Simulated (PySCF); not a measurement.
triflic acid anion (CHF3O3S), SMILES O=S(=O)(O)C(F)(F)F (connectivity only; charge and spin as stated), charge -1, multiplicity 2.

Geometry: r2SCAN-D4/def2-SVPD. The multiplicity is an assumed one; other spin states were not compared. Other conformers were not sampled.

Calculation: ωB97X/def2-SVPD (PySCF).

The molecule is in vacuum.

```json
{
 "total_energy": "-961.41735 hartree",
 "α spin, highest occupied and lowest empty level": "-3.96 and 5.79 eV",
 "β spin, highest occupied and lowest empty level": "-5.59 and 3.71 eV",
 "dipole_moment_about_the_centre_of_nuclear_charge": "4.07 D",
 "mean_static_polarisability": "66.3 bohr³ (9.82 Å³)",
 "polarisability_principal_values": "53.9, 58.8, 86.2 bohr³",
 "⟨S²⟩": "0.764 (pure state 0.75)"
}
```
